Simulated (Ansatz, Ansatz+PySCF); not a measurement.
```xyz
6

C     0.0000    0.0000   -0.6653
C     0.0000    0.0000    1.9959
H     0.0000   -0.9311   -1.2403
H     0.0000    0.9311   -1.2403
H     0.0000   -0.9311    2.5709
H     0.0000    0.9311    2.5709
```

Basis set: cc-pVDZ (spherical functions). Charge 0, multiplicity 1.

Computed with Ansatz (development build ahead of 0.2.0); each method stands on the lowest determinant of its kind that the runs found. Restricted functionals stand beside restricted open-shell atoms, which can lie above the unrestricted atoms usual in DFT and then raise those values.

(1) Give the atomization energy at this shape (free ground-state atoms in the same class of orbitals less the molecule, no zero-point energy) of singlet C2H4 by ωB97X (unrestricted), r²SCAN (unrestricted), PBE0 (unrestricted), r²SCAN (restricted), PBE (unrestricted), ωB97X (restricted), PBE (restricted), PBE0 (restricted), UHF.

Results:

(1)

| method | atomization energy |
| --- | --- |
| ωB97X (unrestricted) | 16.61 eV |
| r²SCAN (unrestricted) | 17.14 eV |
| PBE0 (unrestricted) | 16.84 eV |
| r²SCAN (restricted) | 15.31 eV |
| PBE (unrestricted) | 17.12 eV |
| ωB97X (restricted) | 13.90 eV |
| PBE (restricted) | 16.12 eV |
| PBE0 (restricted) | 14.73 eV |
| UHF | 13.10 eV |

Caution: the shape is not the minimum. Caution for ωB97X (unrestricted), PBE0 (unrestricted), ωB97X (restricted), UHF: the determinant breaks the point group. Caution for ωB97X (unrestricted), PBE0 (unrestricted), UHF: the unrestricted determinant is a mixture of spin states. Caution for r²SCAN (unrestricted), PBE (unrestricted): the unrestricted determinant is spin contaminated. Caution for r²SCAN (restricted), ωB97X (restricted), PBE (restricted), PBE0 (restricted): an unrestricted determinant lies well below.
